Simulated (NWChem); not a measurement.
**A calculation on H₄Ge**

```xyz
5

Ge     0.0000     0.0000     0.0000
H      0.0000    -1.2642     0.8939
H      0.0000     1.2642     0.8939
H     -1.2642     0.0000    -0.8939
H      1.2642     0.0000    -0.8939
```
Charge 0, spin multiplicity 1.

Program: NWChem. Structure: optimised with PBE/def2-SVP, a minimum by its harmonic frequencies.

Symmetry labels belong to the abelian group C2v used in the runs, with the axes of the coordinates shown; states degenerate in a higher group split over its labels.

The Hamiltonian is non-relativistic. B3LYP has NWChem's definition, with VWN1-RPA local correlation. The structure started from a generated list of species.

### Question
List the lowest 3 singlet excitations that TD-B3LYP/def2-SVPD, VWN1-RPA local correlation gives, with oscillator strengths.

### Answer
| state | symmetry | energy (eV) | wavelength (nm) | f |
|---|---|---|---|---|
| 1 | b1 | 8.40 | 148 | 0.131 |
| 2 | b2 | 8.40 | 148 | 0.131 |
| 3 | a1 | 8.40 | 148 | 0.131 |
